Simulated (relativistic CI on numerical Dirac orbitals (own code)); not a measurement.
**Hyperfine structure of Cr2+, mass number 53**

Computed by Dirac-Coulomb-Breit CI, separate exchange-only KLI orbitals for each configuration, a model potential for QED, valence Slater integrals scaled by 0.85, P86 correlation energy added to each configuration (own radial code, finite nucleus).

Configurations in the expansion (outside the closed core [Ne] 3s2): 3p6 3d4, 3p6 3d3 4s, 3p6 3d3 4p, 3p6 3d2 4s2, 3p6 3d3 4d, 3p6 3d3 5s, 3p6 3d3 5p, 3p6 3d2 4s 4p, 3p6 3d3 4f, 3p6 3d3 5d, 3p6 3d3 5f, 3p6 3d3 5g, 3p5 3d5, 3p6 3d2 4p2, 3p6 3d2 4s 4d. Levels of other configurations are missing.

Nuclear spin I = 3/2, μ = -0.47431 μN, Q = -0.15 b (tables of Stone and Pyykkö). The electronic factors are computed for point nuclear moments, without core polarisation; leaving it out makes A of s and p electrons in near-neutral atoms 20 to 40 % too small, and it can dominate for d and f shells.

| Level | E (cm⁻¹) | A (MHz) | B (MHz) |
| --- | --- | --- | --- |
| 3p6 3d4 5D_1 | 56.1 | -25.02 | -24.2 |
| 3p6 3d4 5D_2 | 165.4 | -33.49 | -14.9 |
| 3p6 3d4 5D_3 | 323.2 | -45.55 | 17.3 |
| 3p6 3d4 5D_4 | 523.5 | -60.65 | 70 |
| 3p6 3d4 3H_4 | 16832.4 | -110.4 | -31.9 |
| 3p6 3d4 3H_5 | 16938.1 | -97.05 | -32.9 |
| 3p6 3d4 3H_6 | 17053.3 | -94.32 | -33.6 |
| 3p6 3d4 3P_1 | 18354.5 | -43.78 | 2.05 |

Levels with J = 0, under 50 % of one LS term, or S terms without an open s electron are left out. Small factors come from cancelling terms and can be off by tens of per cent or more.

Correlation outside the listed configurations is missing or only estimated: errors of thousands of cm⁻¹ between configurations and terms are usual at this charge. Rates and lifetimes follow the computed energies and can be off by large factors. The fine structure of a lone outer electron comes out too small, for d and f at times inverted, and misplaced configurations move strength between like terms. 67 of the 67 excited levels that our extract of the measured tables holds in this range could be paired (the sources list more); they are missed by 884 cm⁻¹ on average and 3565 at most, and levels without a partner can miss by more.

Task: Give the hyperfine levels of 3p6 3d4 5D_3 relative to its centre of gravity.

Result: With K = F(F + 1) − I(I + 1) − J(J + 1), E = AK/2 + B[¾K(K + 1) − I(I + 1)J(J + 1)]/[2I(2I − 1)J(2J − 1)]: F = 3/2: 283.7, F = 5/2: 156.8, F = 7/2: -8.655, F = 9/2: -200.7 MHz.
